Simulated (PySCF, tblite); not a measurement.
Isomers of C5H8ClNSi. All values are computed: GFN2-xTB (tblite) harmonic vibrations without scaling, gas phase. The method is semi-empirical: single wavenumbers can be off by several per cent or more. Modes of hydrogen on silicon can be 10 to 20 % off. One conformer each.

Electronic energies: PBE0/pcSseg-1 single points on the GFN2-xTB geometries (PySCF, gas phase).

```json
{"SMILES": "C=C(C#N)[Si](C)(C)Cl", "electronic energy, lowest = 0 (kJ/mol)": "0.0"}
{"SMILES": "C=CC[Si@H](Cl)CC#N", "electronic energy, lowest = 0 (kJ/mol)": "54.1"}
{"SMILES": "[H]/N=C/C(=C\\C=C)[SiH2]Cl", "electronic energy, lowest = 0 (kJ/mol)": "134.6"}
```

Problem. How do GFN2-xTB zero-point energies change the relative energies?

Solution. 
```tsv
SMILES	ZPE (kJ/mol)	of it from modes above 1550 cm⁻¹	electronic (kJ/mol)	with ZPE, lowest = 0 (kJ/mol)	lowest mode (cm⁻¹)	rings
C=C(C#N)[Si](C)(C)Cl	303.5	170.1	0.0	0.0	25	0
C=CC[Si@H](Cl)CC#N	301.0	165.0	54.1	51.6	32	0
[H]/N=C/C(=C\C=C)[SiH2]Cl	295.5	168.0	134.6	126.6	63	0
```

The zero-point energies span 8.0 kJ/mol, from `[H]/N=C/C(=C\C=C)[SiH2]Cl` to `C=C(C#N)[Si](C)(C)Cl`. The order is unchanged.

Problem. And how do the electronic energies of GFN2-xTB itself compare?

Solution. `C=C(C#N)[Si](C)(C)Cl` 22.2; `C=CC[Si@H](Cl)CC#N` 0.0; `[H]/N=C/C(=C\C=C)[SiH2]Cl` 21.6 kJ/mol, lowest = 0. Against the energies above, taken from the same isomer `C=C(C#N)[Si](C)(C)Cl`, the largest difference is 135.2 kJ/mol.
